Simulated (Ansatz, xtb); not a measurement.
## Two isomers of C4H7Br

Structure I is `C[C@@H]1C[C@@H]1Br`, a singlet and structure II is `C[C@@H]1C[C@H]1Br`, a singlet. Both are isolated molecules in the gas phase, relaxed with r2SCAN-D4/def2-SVP.

I (Å):

```xyz
12

C    -0.8853   -1.5024   -3.0490
C    -0.8115   -1.7154   -1.5588
C    -1.7413   -0.9722   -0.6247
C    -0.2745   -0.6764   -0.6171
Br    0.3804    1.0204   -1.2642
H     0.0841   -1.7166   -3.5271
H    -1.1554   -0.4640   -3.2906
H    -1.6411   -2.1668   -3.4974
H    -0.5520   -2.7404   -1.2624
H    -2.1666   -1.4798    0.2472
H    -2.3962   -0.2246   -1.0836
H     0.3301   -0.9994    0.2342
```

II (Å):

```yaml
atoms:
  - { symbol: C, position_ang: [-1.1953, -0.9798, -3.0898] }
  - { symbol: C, position_ang: [-1.1029, -1.5892, -1.7135] }
  - { symbol: C, position_ang: [-1.4090, -0.7792, -0.4732] }
  - { symbol: C, position_ang: [-0.0012, -1.1780, -0.7875] }
  - { symbol: Br, position_ang: [0.8933, -2.4933, 0.3024] }
  - { symbol: H, position_ang: [-2.2304, -1.0125, -3.4672] }
  - { symbol: H, position_ang: [-0.8788, 0.0754, -3.0786] }
  - { symbol: H, position_ang: [-0.5560, -1.5169, -3.8089] }
  - { symbol: H, position_ang: [-1.3870, -2.6463, -1.6491] }
  - { symbol: H, position_ang: [-1.9085, -1.2860, 0.3571] }
  - { symbol: H, position_ang: [-1.6644, 0.2804, -0.5858] }
  - { symbol: H, position_ang: [0.7083, -0.4131, -1.1169] }
```

Quicker runs give these differences E(II) − E(I): GFN2-xTB −0.44 kcal/mol; HF/STO-3G −0.49 kcal/mol (at GFN2-xTB geometries); r2SCAN-D4/def2-SVP//GFN2-xTB −0.14 kcal/mol.

**Question.** Estimate E(II) − E(I) at the level CCSD(T)/def2-SVP + ΔMP2/def2-TZVPP.

**Answer.** CCSD(T)/def2-SVP + ΔMP2/def2-TZVPP gives E(II) − E(I) = −0.40 kcal/mol, slightly favouring structure II, which is too small a margin to settle the true order.

Level by level:

```json
{"level": "GFN2-xTB", "geometry": "GFN2-xTB", "E(II) − E(I) (kcal/mol)": "−0.44", "departure from the last row (kcal/mol)": "−0.04", "job, with rough time for the two": "optimisation, 0.12 s"}
{"level": "HF/STO-3G", "geometry": "GFN2-xTB", "E(II) − E(I) (kcal/mol)": "−0.49", "departure from the last row (kcal/mol)": "−0.09", "job, with rough time for the two": "single point, 0.46 s"}
{"level": "r2SCAN-D4/def2-SVP//GFN2-xTB", "geometry": "GFN2-xTB", "E(II) − E(I) (kcal/mol)": "−0.14", "departure from the last row (kcal/mol)": "+0.25", "job, with rough time for the two": "single point, 5 s"}
{"level": "r2SCAN-D4/def2-SVP", "geometry": "r2SCAN-D4/def2-SVP", "E(II) − E(I) (kcal/mol)": "−0.17", "departure from the last row (kcal/mol)": "+0.23", "job, with rough time for the two": "optimisation, 38 s"}
{"level": "HF/def2-SVP", "geometry": "r2SCAN-D4/def2-SVP", "E(II) − E(I) (kcal/mol)": "−0.85", "departure from the last row (kcal/mol)": "−0.45", "job, with rough time for the two": "part of the CCSD(T) run"}
{"level": "MP2/def2-SVP", "geometry": "r2SCAN-D4/def2-SVP", "E(II) − E(I) (kcal/mol)": "−0.27", "departure from the last row (kcal/mol)": "+0.13", "job, with rough time for the two": "part of the CCSD(T) run"}
{"level": "CCSD(T)/def2-SVP", "geometry": "r2SCAN-D4/def2-SVP", "E(II) − E(I) (kcal/mol)": "−0.32", "departure from the last row (kcal/mol)": "+0.08", "job, with rough time for the two": "single point"}
{"level": "CCSD(T)/def2-SVP + ΔMP2/def2-TZVPP", "geometry": "r2SCAN-D4/def2-SVP", "E(II) − E(I) (kcal/mol)": "−0.40", "departure from the last row (kcal/mol)": "", "job, with rough time for the two": "single point, 67 s"}
```

As drawn, both hold the same kinds of bond in the same numbers.

The largest departure from CCSD(T)/def2-SVP + ΔMP2/def2-TZVPP is that of HF/def2-SVP, 0.45 kcal/mol. The last row adds to CCSD(T) the change of the MP2 difference between the two basis sets, here −0.08 kcal/mol.

With thermal terms from frequencies at re-optimised GFN2-xTB minima (ideal gas, soft modes damped towards free rotors, one conformer each, 298.15 K, 1 atm): the zero-point term adds −0.05 kcal/mol; ΔH is −0.40 and ΔG −0.49 kcal/mol.

The correlated steps freeze 13 core orbitals; the filled d shell of Br is correlated, in a basis made for valence electrons. Run with Ansatz 0.2.0, xtb 6.7.1; the last row on 2 threads of Arm Neoverse V1 on a shared host.
